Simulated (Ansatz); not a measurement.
Consider the atomization: `[SnH3][CH2]C1=CC1` → 4 C• + 8 H• + Sn•.

Isolated molecules relaxed with PBE0-D4/def2-TZVP in Ansatz; ΔE leaves out vibrations. CCSD(T)/CBS is the MP2 limit (def2-TZVPP, def2-QZVPP) plus CCSD(T) − MP2 in def2-TZVPP, frozen cores. This one scheme is used for every species, atoms too. Functionals use def2-TZVPP. B3LYP here is the variant with VWN-RPA as its local correlation; programs differ in this. Open shells (•) are unrestricted, without spin–orbit coupling. Spin–orbit coupling would lower the free atoms: a little for C; strongly for Sn. def2 core potentials past Kr. Bonds to Sn are less sure, by a few kJ/mol each and by 10 to 20 or more in all where they break to atoms, as the def2 sets lack core-valence functions. One conformer a species, not always the lowest.

```
             level  ΔE (kcal/mol)  difference from CCSD(T)/CBS
            PBE-D4         1151.2                         24.6
         r2SCAN-D4         1128.9                          2.3
           PBE0-D4         1134.8                          8.2
          B3LYP-D4         1124.7                         -1.9
           ωB97X-V         1130.2                          3.6
           ωB97M-V         1127.6                          1.0
            B2PLYP         1112.3                        -14.3
               PBE         1144.5                         17.9
            r2SCAN         1127.2                          0.6
             B3LYP         1114.0                        -12.6
SCS-MP2/def2-TZVPP         1106.5                        -20.1
   CCSD/def2-TZVPP         1083.2                        -43.4
     HF/def2-QZVPP          820.1                       -306.5
    MP2/def2-QZVPP         1126.3                         -0.3
     MP2/CBS(def2)         1136.8                         10.2
    CCSD/CBS(def2)         1108.9                        -17.7
       CCSD(T)/CBS         1126.6                            0
```

Largest T1 diagnostic among the species: 0.012.

The D4 term adds +10.7 kcal/mol with B3LYP and +5.7 kcal/mol with PBE0; it sums over pairs of atoms, weighted by their polarisabilities, and B3LYP, whose exchange is more repulsive, gets the larger term. From PBE to PBE0 (25 % exact exchange), in def2-TZVPP and without D4, ΔE moves by −15.4 kcal/mol: exact exchange takes away binding that semilocal exchange gives to molecules. In def2-TZVPP, CCSD(T) changes the Hartree–Fock value by +282.0 kcal/mol (the triples alone add +17.7 kcal/mol) and MP2 by +292.2 kcal/mol; breaking electron pairs costs correlation energy, which Hartree–Fock lacks.

For atomizations the MP2-based limit and the directly extrapolated one differ by several kJ/mol either way, and by 10 to 25 for some Ge, Se and Sn compounds, so smaller differences from it don't rank the levels.
